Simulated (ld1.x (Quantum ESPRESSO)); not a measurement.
thallium, TM: configuration errors across variants

```
Element                 : thallium (Tl)
Generator               : ld1.x (Quantum ESPRESSO) 7.5
Type                    : norm-conserving Troullier–Martins (Kleinman–Bylander form)
Functional              : LDA (PZ)
Relativity              : scalar-relativistic
Frozen core             : [Xe] 4f14
Valence charge          : 13
Reference configuration : 5d10 6s1 6p0 (charge +2)
Partial waves           : 6p (bound, empty): rc 2.25 bohr; 5d (bound): rc 1.95 bohr; 6s (bound): rc 2.10 bohr
Local potential         : the s channel
Core correction         : a·sin(br)/r model core inside 1.80 bohr
```

All-electron excitation energies from the reference (eV): (1) 5d10 6s2 6p1 -26.609; (2) 5d10 6s2 6p0 -21.199; (3) 5d10 6s0 6p0 30.601; (4) 5d9 6s2 6p1 -5.209; (5) 5d9 6s0 6p0 82.663; (6) 5d10 6s1 6p1 -12.821; (7) 5d10 6s2 6p0.5 -24.640; (8) 5d10 6s1 6p0 spin -0.185; (9) 5d10 6s2 6p1 spin -26.722.

Spin tests fill each open shell by Hund’s rule, majority spin first.

Errors AE − PS in meV (a dash: test not solved or not reliable):

```csv
change,(1),(2),(3),(4),(5),(6),(7),(8),(9),bound ghosts
base,+4.4,+1.6,-22,-164,-163,+3.9,+2.7,+1.9,+5.1,none
core correction a·sin(br)/r model core inside 0.92 bohr,+2.4,+0.3,-24,-191,-187,+3.6,+1.0,+0.5,+3.1,none
core correction a·sin(br)/r model core inside 1.22 bohr,+2.7,+0.5,-24,-186,-186,+3.7,+1.3,+0.6,+3.5,none
core correction a·sin(br)/r model core inside 1.54 bohr,+3.6,+1.0,-23,-173,-177,+3.8,+2.0,+0.8,+4.3,none
core correction a·sin(br)/r model core inside 2.02 bohr,+6.0,+3.0,-19,-159,-147,+4.1,+4.3,+3.5,+6.8,none
core correction a·sin(br)/r model core inside 2.28 bohr,+8.9,+5.2,-15,-156,-128,+4.5,+7.0,+5.7,+9.9,none
```

Task: Give the same row for: core correction a·sin(br)/r model core inside 0.72 bohr.

Result: +2.4, +0.2, -24, -192, -187, +3.6, +1.0, +0.5, +3.1; bound ghosts: none.
